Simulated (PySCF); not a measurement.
One molecule, a ladder of functionals, a line

Molecule: `[SiH]1(NC)CC1`, C3H9NSi.

Bonds (- single, = double, # triple, : aromatic): C1-N2 1.445 Å, N2-Si3 1.721 Å, Si3-C4 1.854 Å, C4-C5 1.547 Å, C5-Si3 1.853 Å. C1 carries H6, H7, H8; N2 carries H9; Si3 carries H10; C4 carries H11, H12; C5 carries H13, H14. H12, H13 are cis to N2 on the ring; H11, H14 are trans to N2 on the ring.

GIAO shieldings (ppm, equivalent atoms averaged) in PySCF 2.14 on the PBE0-D3(BJ)/def2-SVP geometry, basis pcSseg-1, gas phase, non-relativistic:

| functional | exact exchange (%) | σ(C1) | σ(C4/C5) | σ(N2) | σ(Si3) |
| --- | --- | --- | --- | --- | --- |
| BLYP | 0 | 138.9 | 176.7 | 236.2 | 425.2 |
| BP86 | 0 | 143.8 | 180.6 | 242.6 | 433.1 |
| PBE | 0 | 144.4 | 181.0 | 242.3 | 433.7 |
| PBE0 | 25 | 150.3 | 187.1 | 251.7 | 448.8 |
| mPW1PW91 | 25 | 149.3 | 186.1 | 250.7 | 447.4 |
| BHandHLYP | 50 | 151.0 | 188.9 | 254.2 | 455.7 |
| HF | 100 | 160.4 | 198.8 | 266.6 | 486.6 |

Task: Fit each shielding as a line in the percentage of exact exchange.

Result: σ(C1) = 143.3 + 0.18 x (rms 2.1 ppm); σ(C4/C5) = 180.1 + 0.19 x (rms 1.7 ppm); σ(N2) = 241.7 + 0.26 x (rms 2.7 ppm); σ(Si3) = 431.5 + 0.55 x (rms 3.3 ppm). The functionals also differ in their semilocal parts, which the line can't hold; Hartree–Fock has no correlation at all.

Task: What does the line predict for B3LYP (20 %), and what does the run give?

Result: σ(C1): 146.9 predicted, 144.4 computed; σ(C4/C5): 183.9 predicted, 182.0 computed; σ(N2): 246.9 predicted, 244.7 computed; σ(Si3): 442.5 predicted, 437.7 computed ppm.
